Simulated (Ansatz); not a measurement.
Several settings on one geometry of AlF₃ (that of the charge 0 singlet, PBE-D4/def2-TZVP). Ansatz on 2 threads of AMD EPYC 7R43 on a shared host; times are rough.

Cartesian coordinates in Å:
```
Al 0.000 0.000 0.000
F 1.647 -0.028 0.013
F -0.799 1.440 -0.017
F -0.847 -1.412 0.004
```

Totals from different functionals, basis sets or treatments of relativity can't be compared as stabilities.

DK, ANO-RCC and x2c sets are all-electron and run with scalar relativity unless a key says otherwise. HSE06 is defined as in plane-wave codes, on full-range PBE exchange.

The spins typed aren't always the lowest for that charge.

Give the basis size and estimate the energy, ⟨S²⟩ and time of these runs.

```csv
run,method,charge,state,further keys
1,RKS r2SCANh/x2c-TZVPPall,0,singlet,"final_grid: {core_spheres: 8, valence_spheres: 7, degree: 23}; scf: {lower_state_search: light}"
2,RKS ωB97X-V/def2-mTZVP,0,singlet,"final_grid: {core_spheres: 5, valence_spheres: 4, degree: 11}; scf: {lower_state_search: off}; forces asked"
3,RKS revPBE-D3(BJ)-ATM/def2-mTZVPP,0,singlet,scf: {omitted_lower_state_checks: [starts]}; forces asked
4,ROKS HSE06-D4/def2-mTZVPP,-1,doublet,scf: {omitted_lower_state_checks: [starts]}
5,RKS revPBE0/def2-SVPD,0,singlet,pseudopotentials: {relativity: none}; scf: {omitted_lower_state_checks: [starts]}
```


| run | functions | energy (Eh) | ⟨S²⟩ | wall time |
| --- | --- | --- | --- | --- |
| 1 | 135 | -542.8699 | – | 1.4 s |
| 2 | 79 | -542.1701 | – | 0.95 s |
| 3 | 94 | -542.1591 | – | 0.85 s |
| 4 | 94 | -541.8910 | – | 1.8 s |
| 5 | 93 | -541.6879 | – | 1.1 s |

The highest occupied level of an anion often lies above zero with these methods, and sets without diffuse functions describe the outer electron poorly.
